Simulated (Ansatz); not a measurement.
Molecular dynamics of C$_{3}$H$_{11}$AlOSi

Input:

```yaml
crystal:
  periodic: [false, false, false]
  atoms:
    - { symbol: C, position_ang: [-0.135714, -1.980265, 1.371098] }
    - { symbol: O, position_ang: [0.97611, -1.722796, 0.436969] }
    - { symbol: Al, position_ang: [0.781378, -0.396607, -0.63558] }
    - { symbol: C, position_ang: [2.315387, -0.156138, -1.775372] }
    - { symbol: Si, position_ang: [-1.142452, 0.888611, -0.641228] }
    - { symbol: C, position_ang: [-1.440717, 1.822314, 0.990028] }
    - { symbol: H, position_ang: [-0.419343, -3.0638, 1.327831] }
    - { symbol: H, position_ang: [-1.070945, -1.38706, 1.183536] }
    - { symbol: H, position_ang: [0.181838, -1.767012, 2.425929] }
    - { symbol: H, position_ang: [2.062452, -0.297709, -2.844471] }
    - { symbol: H, position_ang: [3.128059, -0.868407, -1.538066] }
    - { symbol: H, position_ang: [2.740317, 0.863008, -1.689204] }
    - { symbol: H, position_ang: [-1.130907, 1.895789, -1.697738] }
    - { symbol: H, position_ang: [-2.34783, 0.100562, -0.888047] }
    - { symbol: H, position_ang: [-1.545885, 1.129186, 1.845758] }
    - { symbol: H, position_ang: [-2.363748, 2.429385, 0.943372] }
    - { symbol: H, position_ang: [-0.607099, 2.510538, 1.225485] }
basis:
  gaussian: { orbitals: STO-3G }
hamiltonian:
  xc: blyp
  dispersion: d4
md:
  timestep: 0.5
  n_steps: 400
  ensemble: nvt_langevin
  temperature: 1000.0
  initial_velocities: maxwell_boltzmann
  seed: 49705
  friction: 0.01
scf:
  lower_state_search: "off"
```

Launched with:

```bash
$ ansatz run input.yaml --threads 1 --pin off --max-ram 2048MiB --backend cpu --events-out ev --progress --plain --runs-dir out
```

It starts from a relaxed structure.

Output, in part (step lines, the closing report, with atoms numbered from 0):

```
md step     0: t =     0.00 fs  T =   941.2 K  F+E_penalty+E_count = -19572.23206251 eV  E_kin = 2.068160 eV  (14 SCF iters)
[... lines left out ...]
Total energy: -19570.37309630 eV, -719.1979460138 hartree
Atom 0 at     0.046610    -2.366800     2.128330 Å, force     0.422924     1.362945    -1.498934 eV/Å
Atom 1 at     1.033400    -1.531771     1.391994 Å, force    -0.049006    -0.569836    -0.508833 eV/Å
Atom 2 at     0.888695    -0.622866    -0.030386 Å, force     0.588357     0.347791    -1.414994 eV/Å
Atom 3 at     2.554491    -0.638158    -1.122904 Å, force     1.418716    -2.474033     3.651533 eV/Å
Atom 4 at    -0.799449     0.746019    -0.834497 Å, force     0.971057     1.952250     2.079096 eV/Å
Atom 5 at    -0.908151     2.663216    -0.210518 Å, force     0.334595     1.696945    -1.351073 eV/Å
Atom 6 at    -0.219117    -1.739869     3.008454 Å, force    -1.218861    -0.535798     0.200502 eV/Å
Atom 7 at     0.646734    -3.178096     2.443274 Å, force     1.627018    -1.918222     1.669550 eV/Å
Atom 8 at    -0.742754    -2.987920     1.580845 Å, force    -0.401229     1.674734     0.097290 eV/Å
Atom 9 at     2.965426    -1.678770    -1.430626 Å, force    -1.218507     1.489141    -0.344131 eV/Å
Atom 10 at     3.335069    -0.461160    -0.273016 Å, force    -0.833616     0.559744    -1.360631 eV/Å
Atom 11 at     2.687374     0.114669    -1.890062 Å, force     0.106240     0.404679    -0.681389 eV/Å
Atom 12 at    -0.780516     0.697415    -2.232994 Å, force    -0.137507     0.102423    -1.608125 eV/Å
Atom 13 at    -1.985591     0.110389    -0.411138 Å, force    -1.412671    -0.256755     0.158649 eV/Å
Atom 14 at    -1.309453     2.680273     0.845720 Å, force     0.848694     0.078133    -0.476408 eV/Å
Atom 15 at    -1.648683     3.377518    -0.778932 Å, force     0.833967    -1.873688     0.537037 eV/Å
Atom 16 at     0.090501     3.324758    -0.334491 Å, force    -1.880168    -2.040453     0.850861 eV/Å
Dipole moment:    -0.129745    -0.209695     0.207941 e Å
```

The steps, from the saved trajectory:

| time (fs) | T (K) | potential energy less start (eV) |
| --- | --- | --- |
| 0.0 | 941 | 0.000 |
| 6.5 | 509 | 1.251 |
| 13.0 | 701 | 0.922 |
| 19.5 | 670 | 0.881 |
| 26.0 | 437 | 1.314 |
| 32.5 | 758 | 0.751 |
| 39.0 | 750 | 0.825 |
| 45.5 | 530 | 1.308 |
| 52.0 | 578 | 1.064 |
| 58.5 | 662 | 1.182 |
| 65.0 | 636 | 1.466 |
| 71.5 | 669 | 1.308 |
| 78.0 | 631 | 1.634 |
| 84.5 | 901 | 1.223 |
| 91.0 | 1021 | 1.263 |
| 97.5 | 819 | 1.593 |
| 104.0 | 645 | 1.695 |
| 110.5 | 824 | 1.318 |
| 117.0 | 950 | 0.989 |
| 123.5 | 741 | 1.498 |
| 130.0 | 693 | 1.887 |
| 136.5 | 712 | 1.735 |
| 143.0 | 620 | 2.129 |
| 149.5 | 854 | 1.719 |
| 156.0 | 801 | 1.835 |
| 162.5 | 829 | 1.491 |
| 169.0 | 689 | 1.686 |
| 175.5 | 662 | 1.913 |
| 182.0 | 891 | 1.660 |
| 188.5 | 927 | 1.628 |
| 195.0 | 666 | 2.227 |

The run went to its last step. The mean temperature of the second half is 18 % below the set value. A run of 0.2 ps of so small a system gives no equilibrium averages. Limits of this set-up: minimal basis.

The same pairs are bonded in the first frame and the last. Pairs count as bonded within 1.25 times the sum of covalent radii (0.12 Å more for H–H).

Last frame:

```xyz
17
Properties=species:S:1:pos:R:3
C 0.047 -2.367 2.128
O 1.033 -1.532 1.392
Al 0.889 -0.623 -0.030
C 2.554 -0.638 -1.123
Si -0.799 0.746 -0.835
C -0.908 2.663 -0.210
H -0.219 -1.740 3.009
H 0.647 -3.178 2.443
H -0.743 -2.988 1.581
H 2.965 -1.679 -1.431
H 3.335 -0.461 -0.273
H 2.687 0.115 -1.890
H -0.780 0.697 -2.233
H -1.986 0.110 -0.411
H -1.310 2.680 0.846
H -1.649 3.377 -0.779
H 0.090 3.325 -0.335
```

The run took 11 min on 1 thread of Intel(R) Xeon(R) 6975P-C (Granite Rapids), on a shared host, peak memory 0.1 GiB.
